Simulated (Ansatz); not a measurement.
Job for Ansatz (a first-principles code): U-B3LYP/def2-TZVPP on AsF2 (SMILES F[As]F), 2S+1 = 2, atoms moved off the minimum.

Ansatz 0.2 input:
```yaml
crystal:
  periodic: [false, false, false]
  atoms:
    - {symbol: F, position_ang: [-1.14060939, -1.06047209, 0.15948131]}
    - {symbol: As, position_ang: [-0.10680420, 0.55239169, 0.04933811]}
    - {symbol: F, position_ang: [1.34059611, -0.80445083, 0.04933478]}
basis:
  gaussian:
    orbitals: def2-TZVPP
hamiltonian:
  xc: {name: B3LYP}
magnetization: {spin_polarized: true, initial_magnetization: 1}
output: {forces: true}
```

Output:

```
Functional definition: B3LYP
[...]
integrals: 0.03 GiB planned
728 factors; their error is unknown
mean field: 0.47 GiB planned
mean field evaluation 1: about -66272.1774 eV, gradient 4.2e1 eV
mean field evaluation 2: about -66202.2562 eV, gradient 1.4e2 eV
mean field evaluation 4: about -66277.3206 eV, gradient 1.5e1 eV
mean field evaluation 8: about -66277.9577 eV, gradient 1.3e-1 eV
mean field evaluation 16: about -66278.1793 eV, gradient 2.5e-4 eV
mean field -66278.17929098 eV, -2435.6781639799 hartree, gradient 2.2e-5 eV, S^2 0.752894; 0 other end points of the search recorded, 0 dependent functions left out
the calculation of the forces begins
reference -66278.17944888 eV, -2435.6781697829 hartree; 26, 25 occupied and 84, 85 virtual orbitals, 728 factors
Total energy: -66278.17944888 eV, -2435.6781697829 hartree
Atom 0 at    -1.140609    -1.060472     0.159481 Å, force     0.812304     3.038683    -0.162107 eV/Å
Atom 1 at    -0.106804     0.552392     0.049338 Å, force     1.014464    -6.016371     0.216073 eV/Å
Atom 2 at     1.340596    -0.804451     0.049335 Å, force    -1.826768     2.977688    -0.053966 eV/Å
Dipole moment:    -0.162075     0.900207    -0.031919 e Å
```

The calculation finished and met its thresholds.

Cost: roughly 3.0 core-seconds.
